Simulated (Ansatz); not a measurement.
Basis sets compared for BMe2(hfac) (C₇H₇BF₆O₂). The state is a singlet with charge 0. Geometry r2SCAN-D4/def2-SVP. Ansatz on 2 threads of AMD EPYC 7R13 on a shared host and a share (18 GiB) of an NVIDIA H100 80GB HBM3; times are rough, and most runs start from earlier orbitals.

```xyz
23

B    -0.3513   -0.1280    1.2899
C    -0.3312    1.1465    2.2359
H    -0.0073    2.0630    1.7132
H     0.3548    0.9902    3.0849
H    -1.3318    1.3396    2.6568
C    -0.7912   -1.5460    1.8515
H    -0.7633   -2.3383    1.0837
H    -1.8170   -1.5089    2.2541
H    -0.1291   -1.8605    2.6752
O     1.0922   -0.2841    0.6554
C     1.3530   -0.1488   -0.5774
C     2.8312   -0.3386   -0.9176
F     3.2489   -1.5333   -0.4989
F     3.5594    0.6029   -0.3132
F     3.0402   -0.2532   -2.2367
C     0.4180    0.1535   -1.5665
C    -0.9050    0.3157   -1.1388
C    -1.9842    0.6424   -2.1758
F    -3.1749    0.7937   -1.6170
F    -2.0499   -0.3453   -3.0796
F    -1.6599    1.7708   -2.8222
O    -1.3009    0.2104    0.0554
H     0.6994    0.2564   -2.6125
```

Single mean-field runs in def2-TZVP are fitted with def2-universal-jkfit.

Binding counts from free atoms (B doublet, C triplet, H doublet, O triplet, F doublet) in the same basis, without a counterpoise term.

```json
{"level": "HF/STO-3G", "functions": "87", "energy (Eh)": "-1026.2908", "HOMO (eV)": "-7.74", "LUMO (eV)": "3.71", "binding per atom (eV)": "3.50", "wall time": "1.5 s"}
{"level": "HF/6-31G", "functions": "158", "energy (Eh)": "-1039.8649", "HOMO (eV)": "-10.80", "LUMO (eV)": "-0.28", "binding per atom (eV)": "2.82", "wall time": "1.5 s"}
{"level": "PBE-D4/def2-SVP", "functions": "259", "energy (Eh)": "-1043.5404", "HOMO (eV)": "-6.35", "LUMO (eV)": "-4.00", "binding per atom (eV)": "4.90", "wall time": "2.6 s"}
{"level": "PBE0-D4/def2-SVP", "functions": "259", "energy (Eh)": "-1043.5568", "HOMO (eV)": "-7.69", "LUMO (eV)": "-3.33", "binding per atom (eV)": "4.73", "wall time": "3.1 s"}
```

Estimate the rows for PBE-D4/def2-TZVP, PBE0-D4/def2-TZVP (with forces).


| level | functions | energy (Eh) | HOMO (eV) | LUMO (eV) | binding per atom (eV) | wall time |
| --- | --- | --- | --- | --- | --- | --- |
| PBE-D4/def2-TZVP | 538 | -1044.7564 | -6.49 | -4.16 | 4.78 | 2.6 s |
| PBE0-D4/def2-TZVP (with forces) | 538 | -1044.7692 | -7.73 | -3.38 | 4.63 | 3.9 s |
